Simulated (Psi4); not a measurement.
CsI, singlet, at a GFN2-xTB geometry (such geometries of metal compounds can be far from the true shape) (all electrons, no relativity), with bond 1-2 at 2.0 times its length; TPSS/3-21G (Psi4 1.11).

Here is a job for Psi4.
```
memory 2 GB

molecule {
0 1
Cs    0.00000000    0.00000000   -4.98040714
I     0.00000000    0.00000000    1.70138132
}

set {
  basis 3-21g
  scf_type pk
  dft_nuclear_scheme stratmann
}

energy('tpss')
print_variables()
```

Question: Write the output that Psi4 gives for this input, abridged.

Answer: 
```
   => Loading Basis Set <=

    Name: 3-21G
    Role: ORBITAL
    Keyword: BASIS

         ---------------------------------------------------------
                                   SCF
               by Justin Turney, Rob Parrish, Andy Simmonett
                          and Daniel G. A. Smith
                              RKS Reference
         ---------------------------------------------------------

  ==> Geometry <==

    Molecular point group: c2v
    Full point group: C_inf_v

    Geometry (in Angstrom), charge = 0, multiplicity = 1:

       Center              X                  Y                   Z               Mass
    ------------   -----------------  -----------------  -----------------  -----------------
         CS           0.000000000000     0.000000000000    -3.263727663911   132.905451961000
         I            0.000000000000     0.000000000000     3.418060796089   126.904471900000

  Running in c2v symmetry.

  Rotational constants: A = ************  B =      0.00582  C =      0.00582 [cm^-1]
  Rotational constants: A = ************  B =    174.36839  C =    174.36839 [MHz]
  Nuclear repulsion =  230.859084859901458

  Charge       = 0
  Multiplicity = 1
  Electrons    = 108
  Nalpha       = 54
  Nbeta        = 54

  ==> Algorithm <==

  SCF Algorithm Type is PK.
  DIIS enabled.
  MOM disabled.
  Fractional occupation disabled.
  Guess Type is SAD.
  Energy threshold   = 1.00e-06
  Density threshold  = 1.00e-06
  Integral threshold = 1.00e-12

  ==> Primary Basis <==

  Basis Set: 3-21G
    Blend: 3-21G
    Number of shells: 28
    Number of basis functions: 70
    Number of Cartesian functions: 70
    Spherical Harmonics?: false
    Max angular momentum: 2

  ==> DFT Potential <==

   => LibXC <=

    Version 7.1.2
    S. Lehtola, C. Steigemann, M. J. T. Oliveira, and M. A. L. Marques,  SoftwareX 7, 1–5 (2018) (10.1016/j.softx.2017.11.002)

   => Composite Functional: TPSS <=

    TPSS Meta-GGA XC Functional

    J. Tao, et al., Phys. Rev. Lett., 91, 146401, 2003

    Deriv               =              1
    GGA                 =           TRUE
    Meta                =           TRUE

    Exchange Hybrid     =          FALSE
    MP2 Hybrid          =          FALSE

   => Exchange Functionals <=

    1.0000   XC_MGGA_X_TPSS

   => Correlation Functionals <=

    1.0000   XC_MGGA_C_TPSS

   => LibXC Density Thresholds  <==

    XC_MGGA_C_TPSS:  1.00E-15
    XC_MGGA_X_TPSS:  1.00E-15

   => Molecular Quadrature <=

[...]
   @RKS iter  12: -14423.03404897123073    2.01716e-05   3.89356e-04 DIIS/ADIIS
   @RKS iter  13: -14423.03474878339694   -6.99812e-04   1.33188e-04 DIIS/ADIIS
   @RKS iter  14: -14423.03483104796942   -8.22646e-05   2.92870e-05 DIIS
   @RKS iter  15: -14423.03483494312241   -3.89515e-06   7.05753e-06 DIIS
   @RKS iter  16: -14423.03483518389476   -2.40772e-07   2.18642e-07 DIIS
  Energy and wave function converged.

  ==> Post-Iterations <==

   Electrons on quadrature grid:
      Ntotal   =  108.0000185688 ; deviation = 1.857e-05

    Orbital Energies [Eh]
    ---------------------

    Doubly Occupied:

[...]
    Virtual:

[...]
      36A1   244.577520

    Final Occupation by Irrep:
             A1    A2    B1    B2
    DOCC [    26,    4,   12,   12 ]
    NA   [    26,    4,   12,   12 ]
    NB   [    26,    4,   12,   12 ]

  @RKS Final Energy: -14423.03483518389476

   => Energetics <=

    Nuclear Repulsion Energy =            230.8590848599014578
    One-Electron Energy =              -20275.2486420564127911
    Two-Electron Energy =                5983.2139467350434643
    DFT Exchange-Correlation Energy =    -361.8592247224261200
    Empirical Dispersion Energy =           0.0000000000000000
    VV10 Nonlocal Energy =                  0.0000000000000000
    Total Energy =                     -14423.0348351838947565

Computation Completed

Properties will be evaluated at   0.000000,   0.000000,   0.000000 [a0]

Properties computed using the SCF density matrix

 Multipole Moments:

 ------------------------------------------------------------------------------------
     Multipole            Electronic (a.u.)      Nuclear  (a.u.)        Total (a.u.)
 ------------------------------------------------------------------------------------

 L = 1.  Multiply by 2.5417464519 to convert [e a0] to [Debye]
 Dipole X            :          0.0000000            0.0000000            0.0000000
 Dipole Y            :          0.0000000            0.0000000            0.0000000
 Dipole Z            :        -12.1983358            3.1222068           -9.0761290
 Magnitude           :                                                    9.0761290

 ------------------------------------------------------------------------------------

  Variable Map:
  ----------------------------------------------------------------------------
[...]
  Array Variable Map:
  ----------------------------------------------------------------------------
[...]
[...]
```
